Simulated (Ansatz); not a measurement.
Molecule: sum formula Si₂N₂H₈ (charge 0, singlet). 
Coordinates optimised at B3LYP-D3(BJ)/def2-TZVP (Ansatz, a quantum-chemistry and plane-wave program):
```xyz
12

N     -1.5628     0.1500     1.1628
Si    -1.1791    -0.3618    -0.4480
Si     1.1313     0.0320    -0.6641
N      1.6528     0.4706     0.9295
H     -2.4916     0.0239     1.5356
H     -1.1507     1.0057     1.5034
H     -1.5239    -1.8019    -0.5579
H     -1.9335     0.3221    -1.5390
H      1.4325     1.1718    -1.5668
H      1.8131    -1.1530    -1.2625
H      2.6048     0.7575     1.0990
H      1.2889    -0.0520     1.7122
```

Basis-set convergence of Hartree-Fock and CCSD correlation energies (hartree) with Ansatz. Correlated levels leave the core frozen unless marked. Spin-orbit coupling is left out. No relativistic terms.

| basis | functions | E(HF) | E(corr, CCSD) |
|---|---|---|---|
| cc-pV(D+d)Z | 114 | -691.47901 | -0.60732 |
| cc-pV(T+d)Z | 250 | -691.54970 | -0.73715 |
| cc-pV(Q+d)Z | 478 | -691.56603 | -0.77877 |

Extrapolating the two largest sets (X = 3 and 4) as X^-3: E(corr) = (64·(-0.77877) - 27·(-0.73715))/37 = -0.8091 Eh, an estimate of the basis-set limit. The largest set recovers 96.2 % of it, the smallest 75.1 %.
